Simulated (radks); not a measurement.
Removal energies from the gold ion Au4+, [Xe] 4f14 5d(3/2: 4, 5/2: 3), by Delta-SCF beside the eigenvalue of the level emptied. Method: Dirac Kohn-Sham, PBE, spin-unpolarised, spherical densities, finite nucleus; Fermi nuclear charge, rms radius of each element as measured or else 0.836 A^(1/3) + 0.57 fm; computed with a radial shooting solver on a logarithmic mesh with Libxc functionals. Sub-shells are occupied by j as written (lower j first in brackets).

[
 {"removed from": "5d5/2", "final configuration": "[Xe] 4f14 5d(3/2: 4, 5/2: 2)", "Delta-SCF (eV)": "61.455", "-eigenvalue (eV)": "53.966"},
 {"removed from": "5d3/2", "final configuration": "[Xe] 4f14 5d(3/2: 3, 5/2: 3)", "Delta-SCF (eV)": "63.598", "-eigenvalue (eV)": "55.956"},
 {"removed from": "5p3/2", "final configuration": "[Kr] 4d10 4f14 5s2 5p(1/2: 2, 3/2: 3) 5d(3/2: 4, 5/2: 3)", "Delta-SCF (eV)": "115.21", "-eigenvalue (eV)": "106.29"},
 {"removed from": "5p1/2", "final configuration": "[Kr] 4d10 4f14 5s2 5p(1/2: 1, 3/2: 4) 5d(3/2: 4, 5/2: 3)", "Delta-SCF (eV)": "132.70", "-eigenvalue (eV)": "123.27"}
]
